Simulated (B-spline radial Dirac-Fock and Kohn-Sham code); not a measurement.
# Auger parameter of tellurium: the L3 level and its strongest L3-MM line

The computed values come from an atomic code on a B-spline grid: relaxed Dirac-Fock hole states (ΔSCF) with Breit and QED corrections and a finite nucleus. The modified Auger parameter α′ is the binding energy plus the kinetic energy of the Auger electron; it does not depend on the energy zero. For free ions it tends to fall with charge, since less charge screens the final holes.

```tsv
species	configuration	binding 2p3/2 (eV)	Auger line	kinetic (eV)	α′ (eV)
Te²⁻ (Watson 1.878 Å)	[Kr] 4d10 5s2 5p6	4348.2	M4M5 J=4	3131.7	7479.9
Te²⁻ (Watson 2.21 Å)	[Kr] 4d10 5s2 5p6	4347.3	M4M5 J=4	3133.2	7480.5
Te²⁻ (Watson 2.652 Å)	[Kr] 4d10 5s2 5p6	4346.1	M4M5 J=4	3134.9	7481.1
Te	[Kr] 4d10 5s2 5p4	4351.6	M4M5 J=4	3126.1	7477.7
Te⁺	[Kr] 4d10 5s2 5p3	4361.6	M4M5 J=4	3114.6	7476.2
Te⁺ (Watson 1.8 Å)	[Kr] 4d10 5s2 5p3	4354.0	M4M5 J=4	3122.4	7476.5
Te⁺ (Watson 2.4 Å)	[Kr] 4d10 5s2 5p3	4355.7	M4M5 J=4	3120.6	7476.3
Te²⁺	[Kr] 4d10 5s2 5p2	4372.8	M4M5 J=4	3102.1	7475.0
Te²⁺ (Watson 2.2 Å)	[Kr] 4d10 5s2 5p2	4359.8	M4M5 J=4	3115.2	7475.0
Te²⁺ (Watson 2.7 Å)	[Kr] 4d10 5s2 5p2	4362.2	M4M5 J=4	3112.8	7475.0
Te³⁺	[Kr] 4d10 5s2 5p1	4385.1	M4M5 J=4	3088.8	7473.9
Te³⁺ (Watson 1.6 Å)	[Kr] 4d10 5s2 5p1	4358.8	M4M5 J=4	3115.5	7474.3
Te³⁺ (Watson 3 Å)	[Kr] 4d10 5s2 5p1	4370.8	M4M5 J=4	3103.2	7473.9
Te⁴⁺	[Kr] 4d10 5s2	4398.4	M4M5 J=4	3074.6	7473.0
Te⁴⁺ (Watson 2 Å)	[Kr] 4d10 5s2	4369.6	M4M5 J=4	3103.4	7473.0
Te⁵⁺	[Kr] 4d10 5s1	4413.8	M4M5 J=4	3058.5	7472.2
Te⁶⁺	[Kr] 4d10	4429.9	M4M5 J=4	3041.6	7471.6
Te⁶⁺ (Watson 1.6 Å)	[Kr] 4d10	4375.9	M4M5 J=4	3095.6	7471.6
```
